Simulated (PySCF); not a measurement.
A calculated (LDA, PySCF 2.14, Sapporo-DKH3-DZP-2012, the spin-free X2C one-electron Hamiltonian (Gaussian nucleus)) atom or ion has these occupied shells.

| shell | electrons | orbital energy (eV) | rms radius, mean of both spins (bohr) |
| --- | --- | --- | --- |
| 1s α | 1 | -3553.8 | 0.0939 |
| 1s β | 1 | -3553.2 | 0.0939 |
| 2s α | 1 | -394.90 | 0.422 |
| 2s β | 1 | -394.23 | 0.422 |
| 2p α | 3 | -323.09 | 0.390 |
| 2p β | 3 | -322.28 | 0.390 |
| 3s α | 1 | -73.447 | 1.29 |
| 3s β | 1 | -70.565 | 1.29 |
| 3p α | 3 | -55.949 | 1.39 |
| 3p β | 1 | -53.157 | 1.39 |

Question: Name the element and its charge.

Answer: K(3+) (potassium, charge +3), in [Ne] 3s2 3p4, high-spin 3P determinant.
